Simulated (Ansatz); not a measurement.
Consider the redistribution: `C[O][GaH][SH]` + `C[O][Al]([OH])[F]` → `C[O][GaH][O]C` + `[OH][Al]([F])[SH]`.

Program: Ansatz. Geometries: PBE0-D4/def2-TZVP. ΔE: electronic, gas phase. CCSD(T)/CBS is the MP2 limit (def2-TZVPP, def2-QZVPP) plus CCSD(T) − MP2 in def2-TZVPP, frozen cores. This one scheme is used for every species. DFT in def2-TZVPP. For Ga outer-core shells are correlated without core-valence functions, which leaves a few kJ/mol of doubt a bond. Scalar relativity is left out up to krypton. One conformer a species, not always the lowest.

`C[O][GaH][SH]`:

Z-matrix (Å, degrees):
```
C
O 1 1.402
H 1 1.098 2 112.4
H 1 1.094 2 108.5 3 118.9
H 1 1.098 2 112.4 3 -122.2
Ga 2 1.780 1 124.3 3 61.2
S 6 2.200 2 117.7 1 -0.1
H 6 1.547 2 118.2 1 180.0
H 7 1.344 6 93.8 2 0.0
```

`C[O][Al]([OH])[F]`:

```xyz
9

C    -0.177   -1.388   -0.794
O     0.534   -0.710    0.204
Al    0.489    0.828    0.848
O    -0.614    1.966    0.278
F     1.544    1.206    2.049
H    -0.668   -2.268   -0.367
H     0.511   -1.729   -1.573
H    -0.943   -0.761   -1.263
H    -0.675    2.857    0.617
```

`C[O][GaH][O]C`:

```xyz
12

C     1.863    1.046   -1.102
O     0.563    0.997   -1.644
Ga   -0.796    0.222   -0.818
O    -0.348   -0.481    0.756
C    -1.252   -1.147    1.597
H     2.176    2.090   -0.992
H     1.938    0.560   -0.123
H     2.564    0.553   -1.784
H    -2.219    0.173   -1.420
H    -2.271   -1.200    1.190
H    -0.911   -2.174    1.775
H    -1.307   -0.638    2.566
```

`[OH][Al]([F])[SH]`:

```xyz
6

O    -0.857   -0.942    1.249
Al   -0.179   -0.304   -0.149
F    -0.455   -1.084   -1.566
S     1.035    1.491   -0.163
H    -0.761   -0.573    2.124
H     1.218    1.413   -1.493
```

Q: Is it downhill or uphill in electronic energy at CCSD(T)/CBS, and by how much? (An estimate is asked.)

A: Computed: Uphill: ΔE = +54.9 kJ/mol.

Q: What do these levels give: PBE-D4, r2SCAN0-D4, CAM-B3LYP-D4, B2PLYP, BLYP, RPA@PBE/def2-TZVPP, CCSD(T)/def2-SVP, MP2/def2-TZVPP, CCSD(T)/def2-TZVPP, SCS-MP2/def2-QZVPP, HF/CBS(def2), MP2/CBS(def2)? (Estimate.)

A: The calculation gave: PBE-D4 52.1, r2SCAN0-D4 57.6, CAM-B3LYP-D4 57.5, B2PLYP 55.8, BLYP 54.8, RPA@PBE/def2-TZVPP 51.3, CCSD(T)/def2-SVP 51.9, MP2/def2-TZVPP 54.3, CCSD(T)/def2-TZVPP 53.5, SCS-MP2/def2-QZVPP 54.7, HF/CBS(def2) 60.2, MP2/CBS(def2) 55.7 kJ/mol.

Largest T1 diagnostic among the species: 0.014.

At CCSD(T), def2-SVP lies −3.0 kJ/mol from the extrapolated value and def2-TZVPP −1.4 kJ/mol. From BLYP to BHLYP (50 % exact exchange), in def2-TZVPP and without D4, ΔE moves by +5.3 kJ/mol.
